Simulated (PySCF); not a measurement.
**Checking a proposed structure**

A compound C6H10FNSi gives the data below (simulated from a calculation) and was assigned the structure `C[SiH2][C@@H](C)/C(C#N)=C\F`.

13C{1H} NMR (computed): δ 124.1 (C), 83.3 (C), 41.2 (CH2), 28.8 (CH2), 28.2 (CH2), 11.3 (CH2).

1H NMR (600 MHz, computed): δ 4.48 (m, 1H), 4.27 (m, 1H), 2.63 (m, 1H), 2.14 (m, 1H), 1.94 (m, 1H), 1.92 (m, 1H), 1.54 (m, 1H), 1.24 (m, 1H), 1.14 (m, 1H), 1.05 (m, 1H).

Method: shielding tensors at PBE0/pcSseg-1 (GIAO), geometry from GFN2-xTB, in PySCF (isolated molecule, relativity neglected, a single conformation).

References, each an isolated molecule treated in the same way: TMS for 1H (σ = 31.72 ppm) and 13C (σ = 186.93 ppm).

**Question.** Compare with the shifts computed for the proposed structure, pairing carbons in order of shift.

**Answer.** Mapped SMILES: `[CH3:1][SiH2:2][C@@H:3]([CH3:4])/[C:5]([C:6]#[N:7])=[CH:8]\[F:9]`. Hydrogens are named by the atom that carries them.

```json
{"atom": "C8", "computed for proposal": "168.5", "given list": "124.1", "difference": "+44.4"}
{"atom": "C6", "computed for proposal": "120.0", "given list": "83.3", "difference": "+36.7"}
{"atom": "C5", "computed for proposal": "112.0", "given list": "41.2", "difference": "+70.8"}
{"atom": "C3", "computed for proposal": "21.5", "given list": "28.8", "difference": "-7.3"}
{"atom": "C4", "computed for proposal": "17.1", "given list": "28.2", "difference": "-11.1"}
{"atom": "C1", "computed for proposal": "-8.2", "given list": "11.3", "difference": "-19.5"}
```

The rms difference is 38.5 ppm and the largest +70.8 ppm at C5 (fully substituted alkene carbon). The carbon types in order of shift don't match either: CH, C, C, CH, CH3, CH3 for the proposal against C, C, CH2, CH2, CH2, CH2 in the data. The proposal doesn't fit.

**Question.** Which isomer fits?

**Answer.** SMILES N#C[C@@]1(F)CCCC[SiH2]1.

1. Carbon types of the structure: 2 × C, 4 × CH2, leaving 2 H on heteroatoms.
2. δC 124.1: nitrile carbon; this is the usual window of a C≡N carbon, which has no attached hydrogen.
3. δC 83.3: fully substituted sp3 carbon bonded to F and Si, α to a nitrile; pulled downfield by the heteroatom.
4. δC 41.2, 28.8, 28.2: sp3 CH2 in a ring; aliphatic region, no heteroatom directly attached.
5. δC 11.3: sp3 CH2 bonded to Si; an electropositive neighbour leaves it electron-rich and shielded.

Other isomers checked: CC(C)([SiH3])/C(C#N)=C\F (rms 39.2 ppm).

The shifts were computed for this structure.

Splittings by 19F in the carbon and heteronuclear signals aren't shown, as no couplings were computed. Shifts are as computed. Against solution values, carbons near 30 ppm lie about +3 ppm off and those near 130 ppm about +5 ppm. Of 1211 compounds with measured shifts, 218 miss one by over three times the rms of a fit or turn the order of signals round; such compounds aren't used in these exercises. No couplings were computed; multiplicities are counted from neighbouring protons, with m where these are inequivalent, close in shift, in a saturated or five-membered ring or joined by F or P, and br s for small geminal =CH2 splittings.
